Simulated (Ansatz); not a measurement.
C2H7BSe, relaxed with RKS PBE-D4/def2-SVP in the Gaussian-basis code of Ansatz from a rough embedded geometry. The force threshold is 0.03 eV/Å; the program also tests the step.

The species carries charge 0 and has multiplicity 1. The bonds changed during the relaxation, so this is another structure than the one it started from.

Start:

```xyz
11

B     1.055    0.548    1.246
C    -0.414    0.725    0.814
Se   -1.116   -1.004    0.328
C    -0.444   -1.029   -1.455
H     1.919    0.192    0.465
H     1.455    0.898    2.350
H    -1.002    1.101    1.681
H    -0.491    1.385   -0.024
H    -0.733   -1.879   -1.966
H    -0.886   -0.082   -1.990
H     0.657   -0.856   -1.447
```

(1) By how much does the energy fall, and how many steps does the optimiser take? (Best estimate.)

(2) Which bonds change most? (Estimate.)

(3) Give the relaxed structure. (An estimate is asked.)

Results:

(1) Ansatz gave: 19.69 kcal/mol, in 8 steps.

(2) Computed: B1–Se3 from 2.822 to 2.201 Å; C2–Se3 from 1.928 to 2.009 Å; C4–H9 from 1.033 to 1.106 Å; C4–H10 from 1.174 to 1.106 Å.

(3) Ansatz gave: 
```xyz
11

B     0.974    0.344    1.184
C    -0.363    1.072    0.810
Se   -0.731   -0.882    0.525
C    -0.393   -0.949   -1.408
H     1.860    0.229    0.355
H     1.193    0.079    2.353
H    -1.054    1.435    1.592
H    -0.506    1.598   -0.150
H    -0.292   -2.015   -1.686
H    -1.239   -0.494   -1.954
H     0.552   -0.418   -1.621
```
